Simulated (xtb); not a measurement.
Be(SH)(SiH3) (BeH4SSi), SMILES [Be]([SH])[SiH3]. All values are semi-empirical tight-binding results from xtb (GFN2-xTB unless named), good for trends rather than for accurate numbers. The structure is a stationary point at GFN2-xTB. The values are those of a single conformer.

Optimised geometry:

Bonds (Å): Be1–S2 1.913, Be1–Si4 2.182, S2–H3 1.317, Si4–H5 1.468, Si4–H6 1.468, Si4–H7 1.469. Angles (°): S2–Be1–Si4 174.2, Be1–S2–H3 104.4, Be1–Si4–H5 117.3, Be1–Si4–H6 117.1, Be1–Si4–H7 114.9, H5–Si4–H6 101.8, H5–Si4–H7 101.8, H6–Si4–H7 101.5.
Charge 0, spin multiplicity 1.

For metal compounds this method's bond lengths and energies can be far off.

```yaml
orbital_gap: 3.35 eV
zero_point_energy: 20.2 kcal/mol
G − E(el) at 298.15 K (modified RRHO): 1.1 kcal/mol
```

Q: Give the atomic charges and the Wiberg bond orders between heavy atoms. (An estimate is asked for; the answer gives what the named calculation found.)

A: charges (e) Be1 0.48, S2 -0.55, H3 0.17, Si4 0.28, H5 -0.13, H6 -0.13, H7 -0.13. Bond orders Be1–S2 1.02, Be1–Si4 0.91.
